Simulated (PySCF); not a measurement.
The same groups moved round the core (benzothiophene methyl+silyl). Gas-phase values, no solvent. Strings in code marks are SMILES.

Computed with PBE-D3(BJ)/def2-TZVP // B3LYP-D3(BJ)/def2-SVP in PySCF. All candidates: neutral, multiplicity 1. 

```json
{
  "HOMO": "-5.45 eV",
  "HOMO–LUMO gap": "3.65 eV",
  "LUMO": "-1.80 eV"
}
```

Problem. Say which member has these values.
A. `Cc1c([SiH3])ccc2ccsc12`
B. `Cc1cc2cccc([SiH3])c2s1`
C. `Cc1c([SiH3])sc2ccccc12`

Solution. B, `Cc1cc2cccc([SiH3])c2s1`. The others give `Cc1c([SiH3])sc2ccccc12`: -5.36 eV, 3.41 eV, -1.95 eV; `Cc1c([SiH3])ccc2ccsc12`: -5.42 eV, 3.47 eV, -1.95 eV
